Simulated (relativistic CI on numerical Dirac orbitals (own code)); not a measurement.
# Nb⁺ (4d4) in a crystal field

Calculated by Dirac-Coulomb-Breit CI, separate exchange-only KLI orbitals for each configuration, model QED (radiative potential, 1s self-energy scaled to tabulated hydrogen-like ionisation energies), valence Slater integrals scaled by 0.9, one configuration in a parametric crystal field (own radial code). With so little scaling, terms lie 10 to 35 % too far apart, which can change the order of excited levels.

Field parameters in Wybourne normalisation: Oh B⁴₀ = 21Dq, B⁴₄ = √(5/14) B⁴₀. The field is a parameter set, without covalency.

S and J are read from ⟨S²⟩ = S(S + 1) and ⟨J²⟩ = J(J + 1) of each level; they are not fictitious spins.

Oh, 10Dq = 3450 cm⁻¹, the lowest 16 levels:

| E (cm⁻¹) | Degeneracy | Irrep | S | J |
| --- | --- | --- | --- | --- |
| 0.0 | 1 | A1 | 2.00 | 2.53 |
| 32.5 | 3 | T1 | 2.00 | 2.67 |
| 64.7 | 2 | E | 2.00 | 2.81 |
| 88.9 | 3 | T2 | 2.00 | 2.90 |
| 114 | 1 | A2 | 2.00 | 3.00 |
| 3357 | 3 | T2 | 2.00 | 2.43 |
| 3377 | 3 | T1 | 2.00 | 2.61 |
| 3403 | 1 | A1 | 2.00 | 2.86 |
| 3667 | 3 | T1 | 2.00 | 3.37 |
| 3678 | 2 | E | 2.00 | 3.45 |
| 3853 | 3 | T2 | 2.00 | 3.82 |
| 8946 | 1 | A1 | 1.00 | 4.51 |
| 9114 | 3 | T1 | 1.00 | 4.52 |
| 9220 | 3 | T2 | 1.00 | 4.12 |
| 9248 | 2 | E | 1.00 | 4.07 |
| 11435 | 3 | T2 | 0.99 | 5.06 |

Oh, 10Dq = 6200 cm⁻¹, the lowest 16 levels:

| E (cm⁻¹) | Degeneracy | Irrep | S | J |
| --- | --- | --- | --- | --- |
| 0.0 | 1 | A1 | 1.99 | 2.75 |
| 25.9 | 3 | T1 | 2.00 | 2.82 |
| 51.0 | 2 | E | 2.00 | 2.89 |
| 70.4 | 3 | T2 | 2.00 | 2.95 |
| 90.0 | 1 | A2 | 2.00 | 3.00 |
| 6073 | 3 | T2 | 2.00 | 2.40 |
| 6078 | 3 | T1 | 2.00 | 2.52 |
| 6083 | 1 | A1 | 1.99 | 2.66 |
| 6373 | 3 | T1 | 1.99 | 3.33 |
| 6376 | 2 | E | 1.99 | 3.38 |
| 6511 | 1 | A1 | 1.01 | 4.47 |
| 6560 | 3 | T2 | 1.99 | 3.80 |
| 6696 | 3 | T1 | 1.01 | 4.37 |
| 6914 | 3 | T2 | 1.00 | 4.00 |
| 6937 | 2 | E | 1.00 | 3.95 |
| 11472 | 3 | T2 | 0.95 | 4.96 |

Oh, 10Dq = 8950 cm⁻¹, the lowest 10 levels:

```json
{"E (cm⁻¹)": "0.0", "Degeneracy": "1", "Irrep": "A1", "S": "1.98", "J": "2.85"}
{"E (cm⁻¹)": "31.3", "Degeneracy": "3", "Irrep": "T1", "S": "1.99", "J": "2.89"}
{"E (cm⁻¹)": "61.1", "Degeneracy": "2", "Irrep": "E", "S": "1.99", "J": "2.93"}
{"E (cm⁻¹)": "83.1", "Degeneracy": "3", "Irrep": "T2", "S": "2.00", "J": "2.96"}
{"E (cm⁻¹)": "105", "Degeneracy": "1", "Irrep": "A2", "S": "2.00", "J": "3.00"}
{"E (cm⁻¹)": "4021", "Degeneracy": "1", "Irrep": "A1", "S": "1.02", "J": "4.45"}
{"E (cm⁻¹)": "4204", "Degeneracy": "3", "Irrep": "T1", "S": "1.02", "J": "4.31"}
{"E (cm⁻¹)": "4453", "Degeneracy": "3", "Irrep": "T2", "S": "1.00", "J": "3.94"}
{"E (cm⁻¹)": "4480", "Degeneracy": "2", "Irrep": "E", "S": "1.01", "J": "3.89"}
{"E (cm⁻¹)": "8805", "Degeneracy": "1", "Irrep": "A1", "S": "1.98", "J": "2.60"}
```

The free-ion ground term has S = 2. Every field shown keeps that spin.

Levels of this model without a field, named by their leading LS term: ⁵D0 0, ⁵D1 117, ⁵D2 341, ⁵D3 655, ⁵D4 1045, ³H4 11307, ³H5 11576, ³P0 11833 cm⁻¹.
